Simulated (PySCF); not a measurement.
Species: C8H12O2.
Atom-mapped SMILES: `[CH3:1][O:2][C:3](=[O:4])[C@@H:5]1[CH2:6][CH:7]=[CH:8][CH2:9][CH2:10]1` (hydrogens: H11, H12, H13 on C1; H14 on C5; H15, H16 on C6; H17 on C7; H18 on C8; H19, H20 on C9; H21, H22 on C10)

Cartesian coordinates in Å at the PBE0-D3(BJ)/def2-SVP level; atoms count from 1:
```xyz
22
C8H12O2 angstrom
C      3.464    0.327   -0.010
O      2.080    0.107   -0.207
C      1.347   -0.059    0.903
O      1.820   -0.025    2.009
C     -0.115   -0.245    0.586
C     -0.371   -1.346   -0.445
C     -1.791   -1.344   -0.923
C     -2.635   -0.326   -0.727
C     -2.243    0.944   -0.035
C     -0.732    1.077    0.110
H      3.923   -0.516    0.528
H      3.636    1.242    0.576
H      3.907    0.426   -1.008
H     -0.584   -0.525    1.542
H      0.317   -1.219   -1.300
H     -0.125   -2.330   -0.010
H     -2.139   -2.236   -1.456
H     -3.667   -0.409   -1.085
H     -2.644    1.810   -0.589
H     -2.728    0.986    0.958
H     -0.483    1.888    0.813
H     -0.283    1.342   -0.861
```

Computed, not measured: TDDFT wB97X-D/def2-SVPD, vertical, gas phase, core orbitals frozen in the response (PySCF).

Each state is given a Gaussian of 0.5 eV full width at half maximum, with ε(max) = 2.175×10⁸ f / Δν̃ (Δν̃ the width in cm⁻¹). The cross-section is σ = 3.8235×10⁻²¹ ε cm², given in Mb (10⁻¹⁸ cm²). The width is an assumption, not a result. The curve ends short of the highest state used, and states not computed would add to its high-energy end.

| E (eV) | σ (Mb) |
| --- | --- |
| 5.12 | 0.00 |
| 5.20 | 0.00 |
| 5.27 | 0.00 |
| 5.35 | 0.00 |
| 5.42 | 0.01 |
| 5.49 | 0.02 |
| 5.57 | 0.03 |
| 5.64 | 0.05 |
| 5.71 | 0.07 |
| 5.79 | 0.08 |
| 5.86 | 0.09 |
| 5.93 | 0.09 |
| 6.01 | 0.08 |
| 6.08 | 0.06 |
| 6.16 | 0.07 |
| 6.23 | 0.13 |
| 6.30 | 0.30 |
| 6.38 | 0.83 |
| 6.45 | 1.85 |
| 6.52 | 3.76 |
| 6.60 | 7.50 |
| 6.67 | 12.44 |
| 6.74 | 18.90 |
| 6.82 | 27.57 |
| 6.89 | 35.26 |
| 6.96 | 41.83 |
| 7.04 | 46.45 |
| 7.11 | 47.08 |
| 7.19 | 43.85 |
| 7.26 | 38.50 |
| 7.33 | 32.23 |
| 7.41 | 25.60 |
| 7.48 | 21.10 |
| 7.55 | 17.81 |
| 7.63 | 15.02 |
| 7.70 | 13.05 |

Task: Where are the band maxima, and which computed states make them?

Result: 211 nm (5.88 eV), ε about 24, made up of S1 (100%); 175 nm (7.09 eV), ε about 12000, made up of S2 (30%) and S3 (68%) (ε in L mol⁻¹ cm⁻¹; maxima over ε = 5, shares over 10%). The states used: S1 5.87 eV (f 0.0004); S2 6.92 eV (f 0.096); S3 7.15 eV (f 0.163); S4 7.59 eV (f 0.055); S5 7.84 eV (f 0.0040); S6 7.99 eV (f 0.0049); S7 8.02 eV (f 0.0009); S8 8.24 eV (f 0.020); S9 8.28 eV (f 0.050); S10 8.30 eV (f 0.082).

Task: On this curve, what absorbance would a 10⁻⁵ mol/L sample give at 222 nm over a 1 cm path?

Result: 222 nm is 5.585 eV, where ε is about 9.3 L mol⁻¹ cm⁻¹, so A = ε c l ≈ 9.3e-05 (Beer–Lambert, with the gas-phase spectrum and the assumed width).

Task: What would ε be at 7.09 eV, the highest of these maxima, with half the width (0.25 eV)?

Result: About 17600 L mol⁻¹ cm⁻¹ against 12400, a factor of about 1.4; a lone state at its own centre would give exactly 2.

Task: Coming from long wavelengths, where does ε first pass 100 L mol⁻¹ cm⁻¹?

Result: At about 196 nm (6.32 eV), 0.44 eV above S1.

The vertical ionisation energy (ΔSCF) is 9.12 eV, 0.82 eV above S10.

One conformer stands for the species.
